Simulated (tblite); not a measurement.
C4H2F3O (doublet state).
Atom-mapped SMILES: `[F:1]/[CH:2]=[C:3]/[O:4]/[C:5]([F:6])=[CH:7]\[F:8]` (hydrogens: H9 on C2; H10 on C7)

Structure optimised with GFN2-xTB, isolated species. This method treats the open shell by occupation alone, without spin polarisation.

(1) Give the optimised bond lengths and angles.

## Answers

(1) 
```tsv
bond	length (bohr)
F1–C2	2.529
C2=C3	2.467
C3–O4	2.496
O4–C5	2.510
C5–F6	2.540
C5=C7	2.532
C7–F8	2.523
C2–H9	2.067
C7–H10	2.034
```

A selection of angles:
```tsv
angle	degrees
F1–C2–C3	122.0
C2–C3–O4	135.2
C3–O4–C5	122.9
O4–C5–F6	116.1
O4–C5–C7	125.5
F6–C5–C7	118.4
C5–C7–F8	121.4
```

Torsions: F1–C2–C3–O4 179° (antiperiplanar); C2–C3–O4–C5 -65° (synclinal); C3–O4–C5–F6 13° (synperiplanar); O4–C5–C7–F8 0° (synperiplanar). The mirror-image conformer, all signs reversed, is as good.

Of the pairs four or more bonds apart, C2···F6 is among the closest relative to their van der Waals radii: 3.02 Å, 95 % of the sum of Bondi's values. C7 (carbon bonded to C, F and H) is planar (angles 123.6°, 121.4° and 115.0°, sum 360.0°, 0.01 Å off the plane of its three neighbours). C2 (carbon bonded to C, F and H) is planar (angles 127.0°, 122.0° and 110.9°, sum 359.8°, 0.03 Å off the plane of its three neighbours). The C–C distances run from 1.305 Å (C2=C3, drawn double) to 1.340 Å (C5=C7, drawn double), a spread of 0.035 Å. C5 (carbon bonded to C, F and O) is planar (angles 125.5°, 118.4° and 116.1°, sum 360.0°, 0.00 Å off the plane of its three neighbours).

Point group: C1 (no symmetry element, even within 0.4 Å). Its GFN2-xTB frequencies are all real (lowest 52 cm⁻¹). 3 starts were optimised and ended at 0.00, 0.00 and 1.06 kcal/mol (GFN2-xTB); the lowest of these is shown.

All values are computed, not measured.
